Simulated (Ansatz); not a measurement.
Species: C8H10SSi, SMILES `C=C([SiH3])c1cccc(S)c1` (Si–C–C–C torsion 38°, C–C–S–H torsion 178°) (charge 0, multiplicity 1), formula C8H10SSi.

Q: How many basis functions does frozen-core CCSD(T)/cc-pVDZ // B3LYP-D3(BJ)/def2-SVP in Ansatz (a quantum-chemistry and plane-wave program) use, how many core orbitals are frozen, and how many electrons are correlated?

A: 198 basis functions and 18 frozen orbitals, which leaves 52 correlated electrons. Core time is of the order of minutes.
